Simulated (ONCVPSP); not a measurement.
## What one change does to a pseudopotential (iron, ONCV)

ONCVPSP 4.0.1 input, shortened (lines: element, Z, core and valence counts, functional; n l f; lmax; l rc ep ncon nbas qcut; lloc lpopt rc5 dvloc0; l nproj debl; icmod fcfact rcfact), LDA (Perdew-Zunger), fully relativistic:

```
  Fe 26.00    4    4        3      upf
    1    0    2.00
    2    0    2.00
    2    1    6.00
    3    0    2.00
    3    1    6.00
    3    2    6.00
    4    0    1.75
    4    1    0.25
    2
    0    2.35    0.00    5    8    3.20
    1    1.45    0.00    4    7   11.70
    2    1.15    0.00    4    9   12.70
    4    5    1.00    2.00
    0    2    2.10
    1    2    1.80
    2    2    2.80
    1    0.40    0.00
```

Open shells are filled in proportion to 2j + 1.

Change: d: qcut 14.3.

Cutoffs: the cutoffs (Ha) at which the residual kinetic energy of the hardest occupied pseudo-wave falls to 1 and 0.1 mHa per electron; they do not see the model core or the augmentation charge, which bear on the density cutoff. Errors are all-electron minus pseudo energies relative to the spin-unpolarised reference configuration.

Problem. Predict the effect on cutoff, ghosts and configuration errors.

Solution. The potential gets harder (66 Ha and 74 Ha → 74 Ha and 84 Ha); both files keep a bound ghost (s); the errors of the 3 common tests hardly move. The waves are optimised to have the least kinetic energy above qcut, so the cutoff follows it (qcut²/2 in Ha).

| quantity | base | changed |
| --- | --- | --- |
| cutoff, loose | 66 Ha | 74 Ha |
| cutoff, tight | 74 Ha | 84 Ha |
| loose cutoff by channel | s 4.5 Ha, p 35 Ha, d 66 Ha | s 4.5 Ha, p 35 Ha, d 74 Ha |
| bound ghosts | s | s |
| GHOST(+) flags under 300 eV | none | none |
| tests with a reliable result | 3 of 4 | 3 of 4 |
| error for 3p6 3d6 4s2 4p0, meV [ΔE -1.02 eV] | -0.3 | -0.3 |
| error for 3p6 3d6 4s1 4p0, meV [ΔE 7.96 eV] | -3.8 | -3.9 |
| error for 3p6 3d6 4s1.5 4p0, meV [ΔE 2.58 eV] | -0.2 | -0.2 |
| s: phases at 2.39 bohr within 0.05 rad from the reference energy up to (Ha; the scan ends near 5) | n/a | n/a |
| p3/2: phases at 1.47 bohr within 0.05 rad from the reference energy up to (Ha; the scan ends near 5) | to the end of the scan | to the end of the scan |
| p1/2: phases at 1.47 bohr within 0.05 rad from the reference energy up to (Ha; the scan ends near 5) | to the end of the scan | to the end of the scan |
| d5/2: phases at 1.17 bohr within 0.05 rad from the reference energy up to (Ha; the scan ends near 5) | to the end of the scan | to the end of the scan |
| d3/2: phases at 1.17 bohr within 0.05 rad from the reference energy up to (Ha; the scan ends near 5) | to the end of the scan | to the end of the scan |
| rms error of d²Exc/dni dnj with the model core, mHa | 4.06 | 4.05 |

 A true bound ghost makes a file unfit for plane-wave use even where its test errors are small: the radial tests pick states by their node count and pass the ghost by.
